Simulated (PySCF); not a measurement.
**Core-level binding energies of tetrahedral [GeS4]4- anion**

Compound: tetrahedral [GeS4]4- anion, GeS4 (charge -4).
Numbering: `[S-:1][Ge:2]([S-:3])([S-:4])[S-:5]`

Cartesian coordinates in Å at the PBE0-D3(BJ)/def2-SVP level; atoms count from 1:
```
atom  x, y, z in Å
S1     0.6441   -1.8533   -1.3675
Ge2    0.0405   -0.0091   -0.0438
S3    -0.3580    1.8490   -1.4177
S4     1.7752    0.4948    1.4535
S5    -1.9091   -0.5152    1.1586
```

Computed, not measured: delta-SCF UKS SCAN, pcX-2 on the ionised atom, pcseg-1 elsewhere, spin-free X2C in PySCF. Vertical ΔSCF values, vacuum level as zero.

Q: List the computed XPS lines with their assignment.

A: 
| atom(s) | bonded to | level | binding energy (eV) | count |
| --- | --- | --- | --- | --- |
| S1/S3/S4/S5 | Ge | S 1s | 2457.43 | 4 |

Q: Which photon energy gives electrons from S 1s of S1/S3/S4/S5 a kinetic energy of 50 eV, and what is their de Broglie wavelength?

A: hν = 2457.43 + 50 = 2507.43 eV, recoil neglected; λ = 12.264 Å/√(E/eV) = 1.73 Å.

Q: Express the binding energy of S 1s of S1/S3/S4/S5 in atomic units and per mole.

A: 2457.43 eV = 90.3089 Eh = 237106 kJ/mol.

The first atom of each set that the bonding makes equivalent was ionised and stands for the set. Not every level is listed. No level of germanium is listed. The species carries charge -4, so core ionisation leaves charge -3. The basis sets have no added diffuse functions. Whether so highly charged an anion holds all its electrons in the gas phase wasn't checked; a finite basis holds them in any case. The ion is multiply charged and computed without counter-ions or solvent. The geometry's basis has no diffuse functions, a weakness for an anion.
